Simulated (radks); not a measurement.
Task: The chlorine ion Cl3+ is in [Ne] 3s2 3p(1/2: 2, 3/2: 0). All-electron calculation, Dirac Kohn-Sham, PBE, spin-unpolarised, spherical densities, finite nucleus; Fermi nuclear charge, rms radius of each element as measured or else 0.836 A^(1/3) + 0.57 fm. Program: a radial shooting solver on a logarithmic mesh with Libxc functionals. Sub-shells are occupied by j as written (lower j first in brackets). One electron is removed from 3p1/2, 2p1/2, 2p3/2, 3s1/2 in turn, with full relaxation. Which removal costs least, and what does each cost?

Result: 3p1/2 52.351 eV; 3s1/2 66.472 eV; 2p3/2 258.79 eV; 2p1/2 260.61 eV. The 3p1/2 electron leaves first.
